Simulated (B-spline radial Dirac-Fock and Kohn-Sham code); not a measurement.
# Diagram lines of Pb²⁵⁺

System: lead as Pb²⁵⁺, [Kr] 4d10 4f11.

Calculated with a radial atomic solver, using ΔSCF Dirac-Fock with Breit, self-energy and vacuum polarisation, finite nucleus, configuration average. A line energy is the difference of two single-hole energies; the list is a selection of electric-dipole transitions between resolved j subshells. The model has no electron correlation.

```
 line  energy (eV)  wavelength (Å)
 K-N3      87416.9         0.14183
 K-N2      87290.4         0.14204
 K-M3      84951.6         0.14595
 K-M2      84461.7         0.14679
 K-L3      74973.3         0.16537
 K-L2      72807.8         0.17029
L1-N3      15275.5         0.81165
L1-N2      15149.0         0.81843
L2-N4      14821.5         0.83652
L2-N1      14352.7         0.86384
L1-M3      12810.2         0.96785
L3-N5      12680.3         0.97777
L3-N4      12656.0         0.97965
L2-M4      12625.5         0.98201
L1-M2      12320.3          1.0063
L3-N1      12187.2          1.0173
L2-M1      11356.6          1.0917
L3-M5      10562.6          1.1738
L3-M4      10460.0          1.1853
L3-M1       9191.1          1.3490
```
